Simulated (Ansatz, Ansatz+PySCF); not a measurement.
```yaml
atoms:
  - { symbol: C, position_ang: [0.0451, -0.0245, -0.1582] }
  - { symbol: H, position_ang: [-0.0272, 0.9037, 0.5936] }
  - { symbol: H, position_ang: [0.1003, -0.8599, 0.5156] }
```

Basis set: def2-SVP (spherical functions). Correlated methods keep 1 orbital frozen. Charge 0, multiplicity 1.

Computed with Ansatz (development build ahead of 0.2.0); each method stands on the lowest determinant of its kind that the runs found. Restricted open shells among the atoms or ions are ROHF, correlated in semicanonical orbitals with singles.

The atomization energy at this shape (free ground-state atoms in the same class of orbitals less the molecule, no zero-point energy) of singlet CH₂:

```tsv
method	atomization energy
RHF-MP2	6.97 eV
```

(1) What does RHF give?

## Answers

(1) 5.45 eV. Caution: another spin multiplicity may lie lower.
